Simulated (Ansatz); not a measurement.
`C[O][Ga]([F])[SH]` → F• + `C[O][Ga][SH]`•  (homolysis of the F–Ga bond)

Program: Ansatz. Geometries: PBE0-D4/def2-TZVP. ΔE: electronic, gas phase. CBS: MP2 limit from def2 TZ/QZ plus the TZ coupled-cluster correction, frozen cores. This one scheme is used for every species, atoms too. Functionals use def2-TZVPP. No spin–orbit coupling; open shells (•) take unrestricted orbitals. Spin–orbit coupling would lower the free atoms: a little for F. For Ga outer-core shells are correlated without core-valence functions, so the limit isn't a true one: a few kJ/mol of doubt a bond, and 10 to 20 or more in all where bonds break to atoms. Scalar relativity is left out up to krypton. Each species was taken in one conformer, which may not be the lowest.

`C[O][Ga]([F])[SH]`:

Cartesian coordinates in Å:
```
C -0.628 1.347 -0.641
O -0.515 0.312 0.314
Ga 0.681 -0.978 0.187
F 1.753 -0.925 -1.195
S 0.868 -2.579 1.639
H 0.113 1.274 -1.444
H -1.626 1.320 -1.090
H -0.501 2.313 -0.143
H -0.146 -2.084 2.372
```

`C[O][Ga][SH]`•:

Cartesian coordinates in Å:
```
C 0.535 -0.503 1.278
O 0.211 0.000 0.008
Ga -1.416 0.238 -0.710
S -1.296 1.089 -2.775
H 1.204 -1.364 1.174
H 1.055 0.264 1.862
H -0.341 -0.827 1.852
H 0.048 1.102 -2.688
```

```json
{"species": "`C[O][Ga]([F])[SH]`", "CAM-B3LYP-D4 energy (Eh)": "-2538.90150"}
{"species": "F•", "CAM-B3LYP-D4 energy (Eh)": "-99.74685"}
{"species": "`C[O][Ga][SH]`•", "CAM-B3LYP-D4 energy (Eh)": "-2438.95007"}
```

(1) Work out ΔE.

(2) What do rigid-rotor, harmonic-oscillator terms from PBE0-D4/def2-TZVP frequencies (298.15 K, 1 bar) make of the CCSD(T)/CBS value? (Estimate.)

Largest T1 diagnostic among the species: 0.017.

## Answers

(1) ΔE = (-99.74685) + (-2438.95007) − (-2538.90150) = 0.20458 Eh = +5.57 eV. CCSD(T)/CBS gives +5.74 eV.

(2) Ansatz gave: ΔZPE = -0.09 eV, ΔH = +5.69 eV, ΔS = 150 J/(mol·K), ΔG = +5.22 eV. Open shells count their whole term as degenerate. Modes under 50 cm⁻¹ make the entropy rough.

From PBE to PBE0 (25 % exact exchange), in def2-TZVPP and without D4, ΔE moves by −0.15 eV: exact exchange takes away binding that semilocal exchange gives to molecules. At CCSD(T), def2-SVP lies −0.36 eV from the extrapolated value and def2-TZVPP −0.19 eV: correlation converges slowly with the basis, and small sets miss more of it in the bonded molecule than in its fragments. The D4 term adds +0.05 eV with B3LYP and +0.03 eV with PBE0; it sums over pairs of atoms, weighted by their polarisabilities, and B3LYP, whose exchange is more repulsive, gets the larger term.

B3LYP here is the variant with VWN-RPA as its local correlation; programs differ in this.
